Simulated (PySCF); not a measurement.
Si(F)2(OH)(SiH3) (F₂H₄OSi₂), SMILES O[Si](F)(F)[SiH3].

Coordinates come from a B3LYP-D3(BJ)/def2-SVP optimisation. The structure was generated by enumeration, and PubChem lists no compound with its InChIKey, so it may never have been made. One conformer was computed; it need not be the lowest.

All values below come from PBE/def2-TZVP (PySCF).

Isolated molecule, no solvent.

Computed frontier levels, gap, dipole moment and polarisability:
| Property | Value |
|---|---|
| highest occupied level | -7.86 eV |
| lowest empty level | -1.00 eV |
| orbital gap | 6.86 eV |
| dipole moment | 1.05 D |
| quadrupole, principal values (traceless, Buckingham form, about the centre of nuclear charge) | -5.46, -4.73, 10.20 D·Å |
| mean static polarisability | 56.9 bohr³ (8.43 Å³) |
| polarisability, principal values | 50.9, 53.2, 66.7 bohr³ |
